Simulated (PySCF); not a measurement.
# How the method changes the shape and vibrations of GeH3O2Si

Calculated results; nothing here was measured. The program is PySCF 2.14.0, an open-source quantum chemistry code, run on an isolated molecule that a program drew, which may never have been made. The molecule is GeH3O2Si (charge 0, doublet), drawn as the SMILES string `O=[Si](O)[GeH2]`.

The geometry was optimised and harmonic frequencies were computed with HF and MP2, all in the cc-pV(D+d)Z basis, for the commonest isotopes, with a restricted reference for singlets and an unrestricted one otherwise, and a frozen core in MP2. Germanium has the cc-pVDZ-PP basis, with a core potential (ECP10MDF) in place of its 10 inner electrons, and its 3s, 3p and 3d shells are frozen in MP2. Each result is a local minimum of its method.

Geometry at the HF minimum:
```xyz
7
GeH3O2Si, angstrom
O    -1.9832    0.0907   -2.2288
Si   -0.9974    0.6144   -1.2337
O    -0.9532    0.2435    0.3419
Ge    0.8588    1.9915   -1.6753
H    -1.6081   -0.3541    0.6816
H     0.7166    2.8217   -2.9458
H     1.3229    2.8221   -0.4821
```

Lengths of the bonds as drawn, in Å (atoms numbered as above):
```
   bond     HF    MP2
 O1-Si2  1.495  1.537
 Si2-O3  1.619  1.650
Si2-Ge4  2.353  2.357
  O3-H5  0.949  0.971
 Ge4-H6  1.524  1.531
 Ge4-H7  1.526  1.533
```

Rotational constants, in GHz:
| constant | HF | MP2 |
|---|---|---|
| A | 7.491 | 7.118 |
| B | 1.888 | 1.889 |
| C | 1.514 | 1.498 |

Harmonic frequencies in cm^-1, each column in rising order, so a row needn't be the same motion in every method:
| rank | HF | MP2 |
|---|---|---|
| 1 | 139 | 133 |
| 2 | 157 | 145 |
| 3 | 243 | 228 |
| 4 | 291 | 265 |
| 5 | 422 | 390 |
| 6 | 497 | 448 |
| 7 | 504 | 458 |
| 8 | 536 | 499 |
| 9 | 871 | 820 |
| 10 | 907 | 859 |
| 11 | 959 | 904 |
| 12 | 1352 | ? |
| 13 | 2241 | 2188 |
| 14 | 2255 | 2213 |
| 15 | 4122 | 3829 |

**Estimate the missing MP2 frequency from the HF column.**

A single factor s that minimises the squared misfit of MP2 against s times HF over the other rows is sum(HF x MP2) / sum(HF^2) = 0.9461, with an rms misfit of 35 cm^-1. For rank 12 it gives 0.9461 x 1352 = 1279 cm^-1. The calculation gives 1218 cm^-1, 61 cm^-1 below the estimate. The drawn bonds are on average 1.4 % longer in MP2 than in HF.
